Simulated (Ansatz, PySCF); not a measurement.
F2Sn, charge +1, doublet, geometry from GFN2-xTB (such geometries of metal compounds can be far from the true shape) (a state made from the parent by changing its charge; the spin is typed, not shown lowest) (all electrons, no relativity), with bond 2-1 at 1.8 times its length. Base run: CASSCF(5,6)/STO-3G in PySCF.

PySCF was given this input:
```python
from pyscf import gto, scf, mcscf
import numpy

mol = gto.M(
    atom='''
Sn    0.00000000    0.00000000    0.00000000
F     0.00000000    0.00000000   -3.97597028
F     0.00000000    0.00000000    2.20887238
''',
    basis='sto-3g',
    charge=1,
    spin=1,
    verbose=3,
)

mf = scf.ROHF(mol)
mf.kernel()
mc = mcscf.CASSCF(mf, 6, 5)
mc.fix_spin_(ss=0.75)
mc.kernel()
occ = numpy.linalg.eigvalsh(mc.fcisolver.make_rdm1(mc.ci, mc.ncas, mc.nelecas))[::-1]
ss = mc.fcisolver.spin_square(mc.ci, mc.ncas, mc.nelecas)[0]
print('natural occupations', occ.round(4), ' <S^2>', round(ss, 4))
```

Programs used: Ansatz (a program for electronic structure), PySCF; a row that names a program was run with it.

Variants of this job, named by their change:

```csv
change,ΔE vs base (kcal/mol),natural occupations,<S^2> of the state,outcome
base,0.000,1.91 1.86 1.00 0.14 0.09 0.00,0.75,converged
code = ansatz,-4.27,-,-,converged
conv_tol = 1e-5,0.000,1.91 1.86 1.00 0.14 0.09 0.00,0.75,converged
"active space = 3 electrons, 5 orbitals",12.08,1.86 1.00 0.14 0.00 0.00,0.75,converged
orbitals = fixed (CASCI); correction = SC-NEVPT2,-0.82,2.00 1.92 1.00 0.07 0.01 0.01,0.75,converged
state_average = 2 states,12.08,-,-,converged
correction = SC-NEVPT2,-8.88,1.91 1.86 1.00 0.14 0.09 0.00,0.75,converged
solver = newton,-0.013,1.91 1.86 1.00 0.14 0.09 0.00,0.75,converged
fix_spin_ = off,0.000,1.91 1.86 1.00 0.14 0.09 0.00,0.75,converged
"active space = 7 electrons, 6 orbitals",-,-,-,not converged
"active space = 7 electrons, 7 orbitals",-15.78,1.92 1.91 1.85 1.00 0.15 0.12 0.05,0.75,converged
```

Active orbitals are taken around the Fermi level unless the row says otherwise; CASSCF can end in different local minima, and two programs can end on different orbitals. State-averaged rows give the lowest state.

Open shells are given as the SCF converged; they aren't shown to be the lowest states, and a large step between rows can be another state.
